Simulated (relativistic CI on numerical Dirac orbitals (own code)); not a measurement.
## Sensitivity of the levels of Sb⁹⁺ to α and to the nuclear radius

Calculated at this level of theory: Dirac-Coulomb-Breit CI, KLI orbitals optimised for each configuration, derivatives by finite differences, unscaled Slater integrals, QED left out (own radial code, finite nucleus).

Configurations in the expansion (outside the closed core [Ar] 3d10): 4s²4p⁶4d⁶, 4s²4p⁵4d⁷, 4s²4p⁶4d⁵5s, 4s²4p⁴4d⁸, 4s²4p⁶4d⁵5p, 4s4p⁶4d⁷, 4s²4p⁶4d⁴5s², 4p⁶4d⁸. Levels of other configurations are missing.

With x = (α/α₀)² − 1 an excitation energy changes as ω = ω₀ + qx; K = 2q/ω₀ is the relative enhancement. Terms are leading LS components, so labels can repeat. The field-shift factor is F = δν/δ⟨r²⟩ for the transition from the lowest level.

Lowest level 4s²4p⁶4d⁶ ⁵D4.

```csv
Level,ω₀ (cm⁻¹),q (cm⁻¹),K,F (GHz/fm²)
4s²4p⁶4d⁶ ⁵D3,6006.9,7122,2.37,0.087
4s²4p⁶4d⁶ ⁵D2,7417.4,5001,1.35,0.0498
4s²4p⁶4d⁶ ⁵D1,9836.3,9174,1.87,0.106
4s²4p⁶4d⁶ ⁵D0,10541.1,9280,1.76,0.11
4s²4p⁶4d⁶ ³P2,28505.9,5929,0.416,-0.041
4s²4p⁶4d⁶ ³F4,28857.3,-2220,-0.154,0.0283
4s²4p⁶4d⁶ ³H5,34068.5,2989,0.175,0.116
4s²4p⁶4d⁶ ³H6,34206.9,4034,0.236,0.13
4s²4p⁶4d⁶ ³F3,36426.4,6238,0.343,0.0905
4s²4p⁶4d⁶ ³F2,37471.2,5976,0.319,0.0399
4s²4p⁶4d⁶ ³H4,40320.7,11960,0.593,0.183
4s²4p⁶4d⁶ ³P0,41051.8,9231,0.45,0.128
4s²4p⁶4d⁶ ³P1,43362.0,17210,0.794,0.113
```

At this charge energies of transitions that change n are usually good to better than 1 %, and those within a shell (Δn = 0) to a few per cent. Terms inside the open d or f shell come out 10 to 20 % too wide with unscaled integrals. Levels and lines within the n = 5 or 6 shells can be off by up to 10 % or somewhat more, and those that change n by about 2 %, since core polarisation is missing.
